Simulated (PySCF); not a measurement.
**Correlation energy of Sr²⁸⁺ (strontium, charge +28)**

Starting occupation: [Ne]. Computed with PySCF 2.14 in an uncontracted even-tempered set (18 s from 2.3 bohr⁻², ratio 2.6; 13 p from 2.9 bohr⁻², ratio 2.6; 6 d from 3 bohr⁻², ratio 2.8; 3 f from 77 bohr⁻², ratio 2.8), with X2C-1e with screened-nucleus spin-orbit coupling, Gaussian nucleus. Frozen: 1s2; 8 electrons correlated; the 56 highest virtual spinors left out.

MP2 pair energies summed by pair of shells (mhartree):

```csv
pair,energy,share (%)
2p1/2-2p3/2,-98.76,33.5
2p3/2-2p3/2,-93.97,31.8
2p3/2-2s1/2,-45.14,15.3
2p1/2-2s1/2,-22.89,7.8
2p1/2-2p1/2,-22.66,7.7
2s1/2-2s1/2,-11.74,4.0
```

Total MP2 correlation energy: -295.16 mhartree.

The virtual space was cut to 44 spinors, which keep -227.12 of the -295.16 mhartree of MP2 correlation.

```tsv
level	correlation energy (mhartree)
CCSD	-228.59
(T)	-0.04
CCSD(T)	-228.63
```

Diagnostics: T1 = 8.3e-05, largest double amplitude 0.004.

Cost of the coupled-cluster step: about 6 core-seconds, for 8 occupied and 44 virtual spinors.

Iterations:

```
Init t2, MP2 energy = -0.227119467363151
CCSD nocc = 8, nmo = 52
Init t2, MP2 energy = -0.227119467363151
Init E_corr(GCCSD) = -0.227119467363151
cycle = 1  E_corr(GCCSD) = -0.228542710491991  dE = -0.00142324313  norm(t1,t2) = 0.000476793
cycle = 2  E_corr(GCCSD) = -0.228586411932431  dE = -4.37014404e-05  norm(t1,t2) = 2.11506e-05
cycle = 3  E_corr(GCCSD) = -0.228588071153426  dE = -1.659221e-06  norm(t1,t2) = 1.183e-06
cycle = 4  E_corr(GCCSD) = -0.228588061800681  dE = 9.35274472e-09  norm(t1,t2) = 9.93935e-09
GCCSD converged
E(GCCSD) = -2613.423262193849  E_corr = -0.2285880618006809
```

The coupled-cluster values are those of the cut space; adding the MP2 remainder, -68.04 mhartree, estimates the full space.

At this charge the one-electron X2C treatment keeps the bare 1/r₁₂, with no two-electron picture change or Breit term. The effect here is smaller than on the frozen 1s shell.
